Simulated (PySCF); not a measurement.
Bi(Cl)2(SiH3) (BiCl2H3Si), SMILES [Cl][Bi]([Cl])[SiH3]. Atoms are numbered in the order given.

```xyz
7

Bi     0.4943    -0.2231     0.0000
Cl    -1.0259    -0.6662    -1.9234
Cl    -1.0259    -0.6662     1.9234
Si    -0.3341     2.3425     0.0000
H      0.1751     3.0393     1.2202
H     -1.8222     2.2978     0.0000
H      0.1751     3.0393    -1.2202
```

The structure is a stationary point at r2SCAN-D4/def2-SVP. The structure was generated by enumeration; whether it is a known compound was not checked. The def2 effective core potentials stand for the cores of Bi; spin–orbit coupling is left out.

Method: PBE/def2-TZVP (PySCF).

Symmetry labels are those of the subgroup Cs that the program uses (full group Cs).

### Question
List the valence orbital energies around the gap with their symmetry. (The exact figures need the calculation; the answer reports its results.)

### Answer

```
orbital  symmetry  energy (eV)
-------  --------  -----------
HOMO−7         A'        -9.06
HOMO−6         A"        -8.80
HOMO−5         A'        -8.56
HOMO−4         A'        -8.14
HOMO−3         A'        -7.57
HOMO−2         A"        -7.51
HOMO−1         A"        -7.42
HOMO           A'        -6.35
LUMO           A'        -3.17
LUMO+1         A"        -2.77
LUMO+2         A'        -1.72
LUMO+3         A'         0.06
```
